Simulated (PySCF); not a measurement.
Br3Zr (SMILES [Br][Zr+]([Br])[Br]), charge +1, singlet, at a GFN2-xTB geometry (such geometries of metal compounds can be far from the true shape) (the multiplicity is a formal guess) (core potentials on Zr).

The PySCF input:
```python
from pyscf import gto, scf

mol = gto.M(
    atom='''
Zr   -0.38017015    0.34914154    0.73727060
Br   -1.52796032   -1.45317031   -0.51825355
Br    0.12439636    1.80065951   -1.20710575
Br    1.83804413   -0.74650811    0.88276432
''',
    basis='def2-sv(p)',
    ecp={'Zr': 'def2-sv(p)'},
    charge=1,
    verbose=5,
)

mf = scf.RHF(mol)
mf = mf.density_fit(auxbasis='def2-universal-jkfit')
mf.kernel()
mf.analyze()
```

Q: What does this run give for the nuclear repulsion energy, number of basis functions, HOMO-LUMO gap, HOMO energy?

A: 
The nuclear repulsion energy is 792.6885 Eh and the number of basis functions comes out as 120. The HOMO-LUMO gap is 9.55 eV and the HOMO energy is -15.73 eV.
